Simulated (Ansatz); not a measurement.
Harmonic frequencies (cm⁻¹) at PBE0-D4/def2-TZVP from Ansatz: 104, 104, 143, 171, 229, 229, 382, 433, 433, 555, 798, 798, 894, 992, 992, 2296, 2326, 2326.

Which molecule is it?
A. `[NH3+][In-]([Cl])([Cl])[Cl]`
B. `[OH2+][B-](F)(F)F`
C. `Cl[B-](Cl)(Cl)[AsH3+]`
D. `[OH2+][Al-]([F])([F])[F]`

C.
